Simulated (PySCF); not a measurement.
**Relaxation of doublet IH₂**

All numbers come from PySCF, UPBE0, basis I def2-TZVP with ECP28, H def2-TZVP (scalar-relativistic core potentials, no spin–orbit coupling, density fitting). A (50,194) grid was used.

A hand-made bent start, of C2v symmetry, held to at least that symmetry:

```xyz
3
charge 0 multiplicity 2, angstrom
I     0.0000    0.0000   -0.0148
H     1.3516    0.0000    0.9316
H    -1.3516    0.0000    0.9316
```

Question: What forces act on the atoms at the start (eV/Å)?

Answer: 
```tsv
atom	Fx	Fy	Fz
I1	0.00	0.00	-0.77
H2	2.72	0.00	0.38
H3	-2.72	0.00	0.38
```

Question: What does it relax to?

Answer: It ends at C2v with I–H 1.792 Å (×2); H–I–H 154.6°. No frequency check is given, so it may be a saddle point. Other isomers or separated fragments may lie lower.

Question: How much energy is released, and in how many steps?

Answer: 108.8 kJ/mol in 6 steps.

With an element this heavy the missing spin–orbit coupling can shift these numbers.

The relaxation took of the order of 19 core-seconds on a shared host.
